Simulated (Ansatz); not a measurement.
CH8AlBOSi (`CB(O)[SiH2][AlH2]`), relaxed with RKS PBE0-D4/def2-TZVP in Ansatz from a PBE-D4/def2-SVP geometry. The force threshold is 0.005 eV/Å; the program also tests the step.

The species carries charge 0 and has multiplicity 1.

Start:

```xyz
13

C    -0.571   -0.381    1.895
B    -0.089   -0.989    0.524
O    -0.529   -2.240    0.189
Si    1.101    0.084   -0.763
Al   -0.215    1.872   -1.808
H    -1.209    0.512    1.715
H     0.287   -0.011    2.495
H    -1.150   -1.105    2.504
H    -0.184   -2.547   -0.670
H     1.695   -0.826   -1.820
H     2.251    0.712   -0.006
H    -0.840    1.711   -3.278
H    -0.546    3.207   -0.978
```

```
         step  energy (eV)  largest force (eV/Å)  largest move (Å)
            1  -18357.2330                 0.589             0.000
            2  -18357.2619                 0.158             0.022
            3  -18357.2630                 0.102             0.019
            4  -18357.2645                 0.057             0.015
            5  -18357.2646                 0.042             0.003
            6  -18357.2648                 0.008             0.011
            7  -18357.2650                 0.007             0.025
 8 (rejected)  -18357.2646                 0.148             0.113
            9  -18357.2652                 0.021             0.043
           10  -18357.2654                 0.062             0.060
           11  -18357.2656                 0.033             0.014
12 (rejected)  -18357.2655                 0.053             0.056
           13  -18357.2658                 0.022             0.027
           14  -18357.2659                 0.050             0.065
           15  -18357.2660                 0.019             0.011
           16  -18357.2661                 0.011             0.011
           17  -18357.2662                 0.024             0.046
           18  -18357.2662                 0.021             0.027
           19  -18357.2663                 0.015             0.007
           20  -18357.2663                 0.010             0.007
           21  -18357.2663                 0.009             0.007
           22  -18357.2663                 0.009             0.013
           23  -18357.2663                 0.006             0.002
           24  -18357.2663                 0.003             0.002
```

End:

```xyz
13

C    -0.543   -0.401    1.913
B    -0.095   -0.953    0.519
O    -0.556   -2.177    0.148
Si    1.099    0.130   -0.734
Al   -0.256    1.835   -1.853
H    -0.897    0.633    1.853
H     0.324   -0.373    2.585
H    -1.315   -1.017    2.380
H    -0.221   -2.482   -0.699
H     1.742   -0.768   -1.745
H     2.190    0.797    0.039
H    -0.851    1.592   -3.308
H    -0.622    3.187   -1.100
```

Run time 94 s (4 threads of an Arm Neoverse V1 on a shared host); peak host memory 0.63 GiB.
